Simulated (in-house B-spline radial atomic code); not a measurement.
Ce X (Ce9+): [Kr] 4d10 5s2 5p1

Computed with an all-electron radial atomic-structure program (B-spline basis): Dirac-Kohn-Sham CAM-B3LYP, spherical fractional occupations, exact exchange averaged over the configuration, Fermi nucleus of rms radius 4.8771 fm.

Screening seen three ways: the hydrogenic charge with the same mean radius, Z_r = [3n² - l(l+1)]/(2<r>), the one with the same energy, Z_e = n√(-2ε), and Slater's rules. Values are occupation-weighted means over j. An effective charge above Z reflects the relativistic contraction of the inner shells.

```csv
shell,electrons,ε (eV),<r> (bohr),Z_r,Z_e,Slater
1s,2,-40458,0.02457,61.05,54.53,57.70
2s,2,-6611.4,0.1047,57.30,44.09,53.85
2p,6,-5949.3,0.09209,54.30,41.82,53.85
3s,2,-1539.5,0.278,48.56,31.91,46.75
3p,6,-1326.2,0.2759,45.30,29.62,46.75
3d,10,-1015.9,0.2534,41.44,25.92,36.85
4s,2,-420.24,0.6328,37.93,22.23,30.25
4p,6,-349.09,0.6675,34.46,20.26,30.25
4d,10,-244.16,0.7267,28.90,16.94,18.85
5s,2,-155.87,1.356,27.66,16.92,14.00
5p,1,-134.4,1.474,24.76,15.71,14.00
```

The least bound orbital is 5p3/2 at -132.9 eV, and it is also the most diffuse (<r> = 1.489 bohr).

Spin-orbit splittings of the orbital energies (j = l + 1/2 above j = l - 1/2 when positive): 2p 447.1 eV, 3p 88.29 eV, 3d 18.91 eV, 4p 19.43 eV, 4d 3.489 eV, 5p 4.349 eV.

For the 1s electron the small component carries 4.61 % of the norm, the zero-frequency Breit interaction raises the level by 109.5 eV, self-energy by 64.03 eV, and vacuum polarisation lowers it by 9.538 eV.
